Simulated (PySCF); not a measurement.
## Gas-phase XPS of `[BH3-][O+]1CCC[C@H]1B(F)F`, computed

C₄H₁₀B₂F₂O.
Atom-mapped SMILES: `[BH3-:1][O+:2]1[CH2:3][CH2:4][CH2:5][C@H:6]1[B:7]([F:8])[F:9]`

Level of theory: delta-SCF UKS SCAN, pcX-2 on the ionised atom, pcseg-1 elsewhere, spin-free X2C (PySCF). These are vertical core ionisation energies against the vacuum level, from separate self-consistent calculations with and without the core hole.

Question: List the computed XPS lines with their assignment.

Answer: 
| atom(s) | bonded to | level | binding energy (eV) | above the level's lowest (eV) | count |
| --- | --- | --- | --- | --- | --- |
| B1 | O and 3 H | B 1s | 195.26 | 0.00 | 1 |
| B7 | 2 F and C | B 1s | 198.65 | +3.39 | 1 |
| C5 | 2 C and 2 H | C 1s | 291.52 | 0.00 | 1 |
| C4 | 2 C and 2 H | C 1s | 291.71 | +0.19 | 1 |
| C6 | O, C, H and B | C 1s | 292.38 | +0.86 | 1 |
| C3 | O, C and 2 H | C 1s | 293.25 | +1.73 | 1 |
| O2 | 2 C and B | O 1s | 540.54 | 0.00 | 1 |
| F8/F9 | B | F 1s | 692.56 | 0.00 | 2 |

The listed B 1s values span 3.39 eV, from B1 (bonded to O and 3 H) to B7 (bonded to 2 F and C). Summing the Pauling electronegativity differences to the bonded atoms, each weighted by its formal bond order, gives +1.88 for the lowest site and +4.39 for the highest.

Lowest listed C 1s: C5, bonded to 2 C and 2 H. Highest, 1.73 eV above it: C3, bonded to O, C and 2 H. The widest gap between neighbouring values is 0.87 eV, between 292.38 and 293.25 eV. Summing the Pauling electronegativity differences to the bonded atoms, each weighted by its formal bond order, gives -0.70 for the lowest site and +0.19 for the highest; no listed site has a larger sum than the highest.

Question: Give the binding energy of F 1s of F8/F9 in hartree and in kJ/mol.

Answer: 692.56 eV = 25.4511 Eh = 66822 kJ/mol.

Question: Which photon wavelength matches the F 1s of F8/F9 threshold?

Answer: λ = hc/E = 12398.42 eV Å / 692.56 eV = 17.902 Å.

One atom of each set of topologically equivalent atoms was ionised and stands for the set; in this conformer not all members are related by symmetry, and their own values weren't computed. Geometry: PBE0-D3(BJ)/def2-SVP, one conformer, isolated molecule.
